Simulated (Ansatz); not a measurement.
Mulliken charges of CH₄FGeS (`C[S][GeH][F]`) radical from PBE/def2-TZVPP in Ansatz (PBE0-D4/def2-TZVP geometry).

| atom | x (Å) | y (Å) | z (Å) | charge (e) |
| --- | --- | --- | --- | --- |
| C1 | -0.131 | 1.328 | -0.304 | -0.276 |
| S2 | -0.876 | 0.135 | 0.844 | -0.182 |
| Ge3 | 0.588 | -1.505 | 0.574 | 0.427 |
| F4 | -0.149 | -2.873 | 1.370 | -0.332 |
| H5 | 0.056 | 0.883 | -1.281 | 0.128 |
| H6 | -0.859 | 2.131 | -0.422 | 0.126 |
| H7 | 0.789 | 1.747 | 0.103 | 0.135 |
| H8 | 0.674 | -1.903 | -0.940 | -0.027 |

**Question.** By hand: the dipole of these point charges (1 e Å = 4.8032 D).

**Answer.** Σ q r = (0.483, 0.589, -0.457) e Å, of length 0.888 e Å = 4.27 D.

**Question.** How does the dipole of the full density compare? (Best estimate.)

**Answer.** Computed: (0.245, 0.512, -0.372) e Å, 3.26 D; the point charges give 1.31 times that, at 12° from its direction.

Point charges leave out the atoms' own dipoles, such as those of lone pairs, and Mulliken's split depends on the basis, so the two needn't agree.
